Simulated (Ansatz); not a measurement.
Cs4, relaxed as a triplet with UKS r2SCAN/def2-TZVP in Ansatz, starting from the r2SCAN/def2-TZVP geometry of the neutral singlet. Force threshold 0.02 eV/Å.

In the def2 sets Cs takes a core potential; there is no spin–orbit coupling. The charge 0 triplet is spin-contaminated (final ⟨S²⟩ up to 2.17, 2.00 for a pure state). The relaxation made no stability test and no search for a lower SCF solution. At PBE0/def2-TZVP a broken-symmetry singlet of charge 0 lies 0.09 eV below the triplet, each at its own geometry. The structure comes from a short search, and lower isomers may exist.

Start:

```xyz
4

Cs    4.3004    1.6780    1.3612
Cs   -1.0682    2.0285    0.8515
Cs    1.0638   -2.0241   -0.8434
Cs   -4.2960   -1.6824   -1.3692
```

(1) Estimate the energy that the relaxation releases and the steps that it takes.

(2) Does the start keep its bonding and symmetry?

(3) Predict the relaxed structure.

Answers

(1) 0.10 eV, in 6 steps; 31 s on 4 threads of Arm Neoverse V1 on a shared host. The force fell under the threshold at step 4, but the optimiser went on and released 0.006 eV more. No frequencies were taken in this run, so the end may be a saddle point.

(2) By distances, no bond broke or formed, bridged metal pairs apart. The bond that changes most is Cs2–Cs3, from 4.88 to 5.92 Å (atoms count from 1). Metal–metal contacts that move far: Cs2–Cs3 4.88 to 5.92 Å. Point group D2h at the start, D2h at the end, both within 0.05 Å.

(3) 
```xyz
4

Cs    3.7930    1.4854    1.2042
Cs   -1.2900    2.4592    1.0308
Cs    1.2898   -2.4610   -1.0280
Cs   -3.7928   -1.4836   -1.2070
```
Bond lengths (bridged metal pairs left out): 4 × Cs–Cs 5.18 Å.
